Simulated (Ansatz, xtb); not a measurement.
# Relaxing a trial structure of H5O2Si2

The starting geometry of this gas-phase doublet was built from a drawn formula by distance geometry and a force field; its bonds are those of `O[SiH][SiH-][OH2+]`.

| atom | x (Å) | y (Å) | z (Å) |
| --- | --- | --- | --- |
| O | -0.5640 | 1.4846 | -0.0968 |
| O | -0.3223 | -0.8910 | 1.3632 |
| Si | 0.7490 | 0.8905 | -1.0144 |
| Si | 1.0507 | -1.0672 | 0.4250 |
| H | -0.9607 | 2.3078 | -0.4787 |
| H | 0.1902 | 0.3601 | -2.2090 |
| H | 2.1402 | -0.7200 | 1.3330 |
| H | -0.8341 | -0.0600 | 1.0171 |
| H | -0.0293 | -0.6415 | 2.2724 |

Question: Predict what becomes of its bonds when it is optimised with r2SCAN-D4/def2-SVP.

Answer: It keeps its links, though one stretches towards breaking, and is `O[SiH][SiH-][OH2+]`. Distances that change by over a tenth: O2–Si4 (1.67 → 1.96 Å).

The energy falls by 1.44 eV over 13 steps:

```csv
step,E − E(last) (eV)
1,1.441
2,0.425
4,0.043
5,0.022
6,0.007
8,0.002
9,0.002
10,0.000
12,0.000
13,0.000
```

Final geometry (Å):

| atom | x (Å) | y (Å) | z (Å) |
| --- | --- | --- | --- |
| O | -0.6330 | 1.3573 | -0.0133 |
| O | -0.3404 | -0.5496 | 1.5179 |
| Si | 0.9014 | 0.9098 | -0.8017 |
| Si | 0.9255 | -1.2882 | 0.2181 |
| H | -1.3870 | 1.5201 | -0.5958 |
| H | 0.4636 | 0.8206 | -2.2523 |
| H | 2.0851 | -1.1699 | 1.2015 |
| H | -0.6883 | 0.2983 | 1.0114 |
| H | 0.0926 | -0.2352 | 2.3260 |

From the same start GFN2-xTB ends elsewhere, in pieces: H3OSi2 + H2O.

The end wasn't checked by frequencies. Open shells are spin-unrestricted. Run with Ansatz 0.2.0, 74 s on 2 threads of Arm Neoverse V1, with other jobs on the host.
